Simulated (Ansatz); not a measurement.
Consider the formal exchange of groups at the Si–Si bond: `NC[SiH2][SiH2]Cl` + GeH₄ → `NC[SiH2][GeH3]` + `[SiH3]Cl`.

Computed with Ansatz on PBE0-D4/def2-TZVP structures; ΔE is electronic, products minus reactants. CCSD(T)/CBS adds triple-zeta CCSD(T) − MP2 to the extrapolated MP2 energy (def2 sets, frozen cores). This one scheme is used for every species. DFT in def2-TZVPP. B3LYP here is the variant with VWN-RPA as its local correlation; programs differ in this. For Ge outer-core shells are correlated without core-valence functions, which leaves a few kJ/mol of doubt a bond. Scalar relativity is left out up to krypton. Each species was taken in one conformer, which may not be the lowest.

`NC[SiH2][SiH2]Cl`:

Cartesian coordinates in Å:
```
N -2.346 -0.588 0.333
C -0.975 -0.263 0.707
Si -0.029 0.375 -0.795
Si 2.235 0.652 -0.272
Cl 2.956 -1.143 0.469
H -2.880 -0.895 1.137
H -2.366 -1.341 -0.342
H -0.991 0.549 1.442
H -0.408 -1.087 1.168
H -0.126 -0.618 -1.904
H -0.584 1.670 -1.273
H 3.061 1.011 -1.454
H 2.453 1.677 0.782
```

GeH₄:

```xyz
5

Ge    0.000    0.000    0.000
H     0.708    1.030   -0.889
H     0.508   -1.406   -0.343
H    -1.513    0.070   -0.242
H     0.297    0.306    1.474
```

`NC[SiH2][GeH3]`:

```xyz
13

N    -0.137   -1.830   -0.651
C    -0.736   -0.594   -1.137
Si   -0.914    0.657    0.267
Ge    1.207    1.127    1.244
H    -0.076   -2.522   -1.388
H     0.803   -1.673   -0.310
H    -0.210   -0.118   -1.980
H    -1.750   -0.810   -1.491
H    -1.831    0.136    1.316
H    -1.477    1.928   -0.271
H     2.127    1.841    0.236
H     1.075    2.026    2.485
H     1.921   -0.167    1.680
```

`[SiH3]Cl`:

```xyz
5

Si    0.062   -0.101    0.049
Cl   -0.937    1.513   -0.735
H     1.518    0.158   -0.040
H    -0.297   -1.304   -0.736
H    -0.347   -0.266    1.463
```

Task: Is it downhill or uphill in electronic energy at CCSD(T)/CBS, and by how much? (An estimate is asked.)

Result: The calculation gave: Downhill: ΔE = -0.18 eV.

Task: What do these levels give: B2PLYP, B3LYP, HF/def2-QZVPP, MP2/def2-QZVPP, SCS-MP2/def2-QZVPP, HF/CBS(def2)? (Best estimate.)

Result: Ansatz gave: B2PLYP -0.18, B3LYP -0.16, HF/def2-QZVPP -0.17, MP2/def2-QZVPP -0.21, SCS-MP2/def2-QZVPP -0.20, HF/CBS(def2) -0.17 eV.

Largest T1 diagnostic among the species: 0.012.
